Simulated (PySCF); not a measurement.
Isomers of C3H11OPSi2, one GFN2-xTB conformer each. Single-point energies are computed at PBE0/pcSseg-1 (PySCF, gas phase, no added dispersion term), electronic only.

```json
{"SMILES": "C[Si@]1(P)CC[SiH2]O1", "GFN2-xTB relative energy (kJ/mol)": "0.0"}
{"SMILES": "C[SiH](C)[Si@H](P)C=O", "GFN2-xTB relative energy (kJ/mol)": "390.0"}
```

Conformers: `[CH3:1][Si@:2]1([PH2:3])[CH2:4][CH2:5][SiH2:6][O:7]1` with C1–Si2–P3–H -63° and -156°, C1–Si2–C4–C5 -89°, Si2–C4–C5–Si6 -31°, C4–C5–Si6–O7 24°, C5–Si6–O7–Si2 -6°; `[CH3:1][SiH:2]([CH3:3])[Si@H:4]([PH2:5])[CH:6]=[O:7]` with C1–Si2–Si4–P5 93°, Si2–Si4–P5–H -73° and 20°, Si2–Si4–C6–O7 86°.

Q: What does PBE0/pcSseg-1 give for the same structures?

A: 
| SMILES | PBE0/pcSseg-1 E (Eh) | PBE0/pcSseg-1 (kJ/mol) | GFN2-xTB (kJ/mol) | point group |
| --- | --- | --- | --- | --- |
| C[Si@]1(P)CC[SiH2]O1 | -1115.94466 | 0.0 | 0.0 | C1 |
| C[SiH](C)[Si@H](P)C=O | -1115.84162 | 270.5 | 390.0 | C1 |

Both levels put the same isomer lowest. As drawn, the lower has an Si–O bond, which the higher lacks; the higher has a C=O bond and an Si–Si bond, which the lower lacks.

Q: Which frontier levels, dipoles and rotational constants go with these structures?

A: 
```tsv
SMILES	HOMO (eV, PBE0/pcSseg-1)	LUMO (eV)	dipole (D)	A, B, C (MHz)
C[Si@]1(P)CC[SiH2]O1	-7.23	0.40	2.63	2257, 991.0, 925.2
C[SiH](C)[Si@H](P)C=O	-6.95	-1.66	3.08	1788, 862.0, 731.1
```
